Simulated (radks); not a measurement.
Task: Valence configurations of the cerium ion Ce3+ (all share [Xe]). All-electron calculation, scalar-relativistic Kohn-Sham, LDA (Slater exchange, Perdew-Wang correlation), spin-unpolarised, spherical densities, finite nucleus; Fermi nuclear charge, rms radius 4.8771 fm. Program: a radial shooting solver on a logarithmic mesh with Libxc functionals. Order these by energy: 6p1; 5d0.5 6s0.5; 4f0.5 5d0.5; 5d1; 4f1; 4f0.5 6p0.5; 6s1; 4f0.5 6s0.5.

Result: From the lowest, in eV above it: 4f1 0.000; 4f0.5 5d0.5 3.182; 4f0.5 6s0.5 4.932; 4f0.5 6p0.5 7.308; 5d1 7.580; 5d0.5 6s0.5 9.553; 6s1 11.660; 6p1 16.615. NIST lists [Xe] 4f1 as the ground configuration; this level of theory agrees among the configurations tried. The energies are those of spherical spin-averaged densities, not of single terms.
